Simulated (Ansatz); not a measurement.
The first iterations of a band of C$_{2}$H$_{8}$FNOSi (14 atoms, charge 0, multiplicity 1).

These are results of RKS PBE0-D4/def2-SVP in Ansatz, not measurements.

* movable images: 5
* climbing image: yes
* spring: 5.0 eV/Å²
* optimiser: quadratic models (default)
* start path: through a guess of the saddle point
* force threshold: 0.05 eV/Å
* iteration limit: 60
* end points: relaxed

First end point:

```xyz
14
Properties=species:S:1:pos:R:3
C -0.451 -1.580 0.618
Si 0.335 -0.003 0.006
N 1.073 -0.313 -1.515
O 1.414 0.626 1.119
C -0.948 1.387 -0.172
F -1.161 1.925 1.100
H 0.313 -2.332 0.873
H -1.130 -2.014 -0.132
H -1.035 -1.379 1.530
H 1.382 -1.252 -1.737
H 1.690 0.374 -1.933
H 1.004 1.292 1.682
H -0.583 2.195 -0.833
H -1.915 1.046 -0.579
```

Last end point:

```xyz
14
Properties=species:S:1:pos:R:3
C -0.451 -1.585 0.606
Si 0.335 -0.012 -0.015
N 0.956 -0.298 -1.593
O 1.506 0.557 1.035
C -0.919 1.414 -0.069
F -1.027 1.929 1.226
H -0.966 -1.395 1.560
H 0.307 -2.363 0.788
H -1.190 -1.979 -0.108
H 1.225 -1.239 -1.858
H 1.562 0.384 -2.035
H 1.157 1.224 1.639
H -0.585 2.228 -0.738
H -1.923 1.106 -0.410
```

| iteration | highest image above the first end (eV) | largest band force component (eV/Å) |
| --- | --- | --- |
| 1 | 2.598 | 10.192 |
| 2 | 0.219 | 1.538 |
| 3 | 0.114 | 0.568 |

Problem. Does the band converge within its limit, and where does its top end?

Solution. The forces met the threshold. It ended after 11 iterations with the highest image 0.060 eV above the first end. A vibrational analysis at the climbing image gives one clearly imaginary mode, 155i cm⁻¹: a first-order saddle point.

The run took 2.3 min on 2 threads of Intel(R) Xeon(R) 6975P-C (Granite Rapids) (shared host), peak memory 0.35 GiB.
